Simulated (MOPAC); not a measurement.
MOPAC input (PM6):

```
PM6 FORCE THERMO(298,298) PRECISE LET GEO-OK AUX(PRECISION=9) THREADS=1
SZn

Zn    0.00000000 1    0.00000000 1   -0.75839806 1
S     0.00000000 1    0.00000000 1    1.39089491 1
```

Task: Which zero-point energy does it print?

Result: 0.52 kcal/mol, from the harmonic wavenumbers of PM6.
